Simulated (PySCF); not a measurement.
Cl₆W, charge -1, doublet, at a GFN2-xTB geometry (such geometries of metal compounds can be far from the true shape) (the multiplicity is a formal guess) (core potentials on W). Base run: DF-PBE/def2-SV(P) (PySCF).

The PySCF input:
```python
from pyscf import gto, scf, dft

mol = gto.M(
    atom='''
W     0.00000000    0.00000000   -0.00000000
Cl    2.07455780    0.87757364   -0.67268302
Cl    0.67918632    0.11721468    2.24753079
Cl   -0.67918632   -0.11721468   -2.24753079
Cl   -2.07455780   -0.87757364    0.67268302
Cl   -0.87255021    2.17774040    0.15010296
Cl    0.87255021   -2.17774040   -0.15010296
''',
    basis='def2-sv(p)',
    ecp={'W': 'def2-sv(p)'},
    charge=-1,
    spin=1,
    verbose=5,
)

mf = dft.UKS(mol)
mf.xc = 'pbe'
mf = mf.density_fit(auxbasis='def2-universal-jkfit')
mf.kernel()
```

Each row names what was changed in the base input (with any setting that the change needs).

| change | basis functions | E (Eh) | HOMO (eV) | outcome |
|---|---|---|---|---|
| base | 133 | -2826.69762 | -0.79 | converged |
| basis = jorge-DZP-DKH; relativity = none (without ecp={'W': 'def2-sv(p)'}; without mf = mf.density_fit(auxbasis='def2-universal-jkfit')) | 204 | - | - | not converged |
| basis = ANO-RCC-VDZP; relativity = spin-free X2C; nucleus = Gaussian (with nucmod='G'; without ecp={'W': 'def2-sv(p)'}; without mf = mf.density_fit(auxbasis='def2-universal-jkfit')) | - | - | - | cut at the time limit |
| basis = ANO-RCC-VDZP; relativity = none (without ecp={'W': 'def2-sv(p)'}; without mf = mf.density_fit(auxbasis='def2-universal-jkfit')) | - | - | - | cut at the time limit |
| basis = ANO-RCC-VDZP; relativity = spin-free X2C (without ecp={'W': 'def2-sv(p)'}; without mf = mf.density_fit(auxbasis='def2-universal-jkfit')) | - | - | - | cut at the time limit |
| basis = jorge-DZP-DKH; relativity = spin-free X2C; nucleus = Gaussian (with nucmod='G'; without ecp={'W': 'def2-sv(p)'}; without mf = mf.density_fit(auxbasis='def2-universal-jkfit')) | 204 | -18898.48221 | -0.66 | converged |
| basis = jorge-DZP-DKH; relativity = spin-free X2C (without ecp={'W': 'def2-sv(p)'}; without mf = mf.density_fit(auxbasis='def2-universal-jkfit')) | 204 | -18900.15130 | -0.66 | converged |

Total energies compare only within one method and basis.

Open shells are given as the SCF converged; they aren't shown to be the lowest states, and a large step between rows can be another state.

Basis sets contracted for a relativistic Hamiltonian are a mismatch without it, so the rows without relativity aren't non-relativistic limits. No row has spin-orbit coupling; sets with core potentials leave out the core electrons.
